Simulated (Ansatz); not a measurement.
Molecule: C4H8N, net charge 0, doublet state. It need not be the lowest isomer of its formula. SMILES: NC1[CH]CC1
Geometry from a B3LYP-D3(BJ)/def2-TZVP (Ansatz, a program for electronic structure) optimisation:
```xyz
13

C     -1.5536     0.1847     0.2026
C     -0.5617    -0.9015     0.4754
C      0.6335    -0.0195     0.2835
C     -0.3508     1.1083    -0.1584
N      1.5926    -0.4509    -0.7363
H     -2.1346     0.5148     1.0720
H     -2.2673    -0.0037    -0.6064
H     -0.6602    -1.9509     0.7207
H      1.1252     0.2287     1.2400
H     -0.2828     2.0423     0.3981
H     -0.2677     1.3085    -1.2248
H      1.9355    -1.3807    -0.5196
H      2.3995     0.1650    -0.7441
```
Charge 0, spin multiplicity 2.

Wanted: atomisation energy (electronic, to ground-state atoms), in kcal/mol. Valence correlation only, unless marked. Open shells are spin-unrestricted. Spin-orbit coupling is left out. No relativistic terms. The coupled-cluster limit lacks core correlation, which all-electron functionals hold. Basis-set limits of correlation are two-point, X^-3; Hartree-Fock from the larger set. The bracket is a focal-point correction in the basis named.

| level | program | atomisation energy (kcal/mol) |
|---|---|---|
| HF/cc-pVTZ | Ansatz | 878.7 |
| PBE0-D3(BJ)/def2-TZVP | Ansatz + dftd3 | 1224.7 |
| r2SCAN0-D4/def2-TZVPD | Ansatz + dftd4 | 1199.7 |
| HSE06-D4/def2-TZVPD | Ansatz + dftd4 | 1226.2 |
| CAM-B3LYP-D4/def2-TZVPD | Ansatz + dftd4 | 1217.7 |
| MP2/cc-pVTZ | Ansatz | 1191.0 |
| RI-MP2/CBS(cc-pVTZ,cc-pVQZ)+[CCSD(T)-MP2]/cc-pVTZ | Ansatz | 1207.8 |
